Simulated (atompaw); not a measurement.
## La: PAW (atompaw) pseudisation with PBE, scalar-relativistic reference atom.

```
Element                 : La
Generator               : atompaw 4.2.0.5
Type                    : PAW
Functional              : PBE
Relativity              : scalar-relativistic
Frozen core             : [Kr] 4d10
Valence charge          : 11
Reference configuration : 4f0 5s2 5p6 5d1 6s1 6p1
Partial waves           : 5s (bound); 6s (bound); 5p (bound); 6p (bound); 5d (bound); 5d channel at 1.5 Ry; 4f (bound, empty); 4f channel at 0.4 Ry
Local potential         : vpsmatchnc scheme with l = 4 at 0.5 Ry, radius 2.90 bohr
Core correction         : smooth core density matched at 1.50 bohr
Augmentation charge     : besselshape compensation charge, radius 3.00 bohr; PAW radius 3.00 bohr; waves and projectors: bloechl
```

All-electron outer shells of the reference configuration (PBE, scalar-relativistic, ld1.x):

```csv
shell,level (eV),outermost node (bohr),outermost maximum (bohr)
4p,-201.12,0.34,0.63
4d,-104.97,0.32,0.68
5s,-40.03,0.77,1.41
5p,-23.49,0.83,1.58
4f,-5.45,–,0.75
6s,-4.28,1.86,3.79
5d,-3.96,0.95,2.19
6p,-1.86,2.20,4.93
```

**Question.** Estimate the cutoffs (Ry, on a coarse ladder) from which the occupation-weighted sum of valence levels, in a spherical-Bessel basis at the reference potential, stays within 10 and 1 mRy of its value at 400 Ry.

**Answer.** 30 Ry and 40 Ry.

**Question.** What does a ghost test show?

**Answer.** No extra level below or beside the all-electron valence levels (s, p, d, f tested). The logarithmic derivative shows an extra or strongly shifted pseudo pole above the reference energy (s near 1.09 Ry).

**Question.** Is the overlap operator S = 1 + Σ q|β⟩⟨β| positive definite (Bessel basis up to 400 Ry)?

**Answer.** Yes: its lowest eigenvalue is 0.21 (s channel).
